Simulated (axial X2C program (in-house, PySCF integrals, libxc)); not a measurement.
# RbBr⁺: cheaper levels and CCSD(T), with spin–orbit coupling

All values were computed with an in-house all-electron X2C program for linear molecules (integrals from PySCF). Two-component (2c) means X2C with spin–orbit coupling and atomic mean-field two-electron Coulomb and Gaunt terms. Basis: Rb dyall-cv3z [12s13p8d4f1g], Br dyall-cv3z [8s9p6d4f1g] (cores contracted in-house); Gaussian nuclei, density fitting, unrestricted open shells. Masses: Rb 84.912 u, Br 78.918 u.

State: Ω = 3/2 (⟨Sz⟩ = 0.50, ⟨Lz⟩ = 1.00 at HF); fragments Rb+ + Br.

```csv
level,Re (Å),ωe (cm⁻¹),De (eV)
PBE0,3.546,63.0,0.202
HF,3.730,52.0,0.011
MP2,3.544,65.1,0.204
CCSD,3.577,62.7,0.197
LDA,3.369,80.2,0.288
```

Correlated methods: 15 electrons correlated (number of frozen shells: Rb 3 s, 2 p, 1 d; Br 3 s, 2 p, 1 d), 277 virtual spin orbitals or spinors in MP2, 90 natural virtuals in coupled cluster.

CCSD(T), same Hamiltonian and basis:

Re = 3.563 Å, ωe = 63.9 cm⁻¹, De = 0.19 eV; T1 = 0.003 (Lee–Taylor normalisation).

Problem. Give the differences from CCSD(T) in the columns below.

Solution. 

```
level  ΔRe (Å)  Δωe (cm⁻¹)
 PBE0   -0.017        -0.9
   HF    0.167       -11.9
  MP2   -0.019         1.2
 CCSD    0.014        -1.2
  LDA   -0.194        16.3
```

One determinant describes the state; a PBE0 search over occupations chose it and may have missed a lower one. Dissociation energies refer to the lowest single-determinant-based atoms at the same level and basis. Density functionals use the spin component along the axis (collinear). Coupled cluster ran in a truncated set of natural virtual spinors; the MP2 energy of the rest was added. (T) has no such correction and the atoms are truncated less, which lowers De at CCSD(T) by a hundredth of an eV or more. PBE0 can misorder states that lie within some tenths of an eV, so this need not be the ground state of the molecule. The nearest other 2c determinant of the search, Ω = 1/2, lies 0.19 eV up at the distance of the search. The functionals have no current-density term, which raises determinants with orbital currents, atoms included. The atomic limit has a lower orbital projection than the molecule and lies lower at mean-field level, so De may be about a tenth of an eV too small. The levels of this run spread widely (ωe from 63 to 80 cm⁻¹), so these constants depend on the method. The bond is weak, and without diffuse functions and with truncated virtuals even CCSD(T) can be tens of per cent off in De.
